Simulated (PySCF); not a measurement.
# [Zn(H)2] (charge 0, multiplicity 1)

Method: PBE-D3(BJ)/def2-TZVP // BP86-D3(BJ)/def2-SVP run with PySCF.

```yaml
HOMO: -6.85 eV
dipole_moment: 0.00 D
HOMO–LUMO gap: 5.46 eV
LUMO: -1.40 eV
charge on the central atom (Mulliken): 0.06 e
charge on the central atom (meta-Löwdin): 0.83 e
total_energy: -1780.2891 Ha
cost: very roughly 5 core-seconds
```

```xyz
3

Zn     0.0000     0.0000     0.0000
H      1.1784    -0.3798     0.9311
H     -1.1784     0.3798    -0.9311
```
